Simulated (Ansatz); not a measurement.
Species: Sb2 (charge -1, doublet). 
Coordinates optimised at B3LYP-D3(BJ)/def2-TZVP (Ansatz, a program for electronic structure):
```xyz
2

Sb     0.0000     0.0000    -1.2967
Sb     0.0000     0.0000     1.2967
```
Charge -1, spin multiplicity 2.

Basis-set convergence of Hartree-Fock and CCSD correlation energies (hartree) with Ansatz. Correlated levels leave the core frozen unless marked. UHF or UKS for open shells. No spin-orbit coupling. Frozen are the shells of the preceding noble gas and the d and f shells that filled before the atom's block. In def2 rows, elements after Kr have scalar-relativistic effective core potentials. This anion needs diffuse functions, which these sets lack.

The UHF reference is spin-contaminated (<S^2> 0.73 over the pure value in the largest basis). The T1 diagnostic of CCSD in the largest basis is 0.086, which is high, so the coupled-cluster rows are less sure than usual.

```csv
basis,functions,E(HF),"E(corr, CCSD)"
def2-SVP,52,-478.56804,-0.17486
def2-TZVPP,100,-478.58781,-0.22363
def2-QZVPP,164,___,___
```

What belongs in the gaps?


- def2-QZVPP, E(HF): -478.59309
- def2-QZVPP, E(corr, CCSD): -0.24112
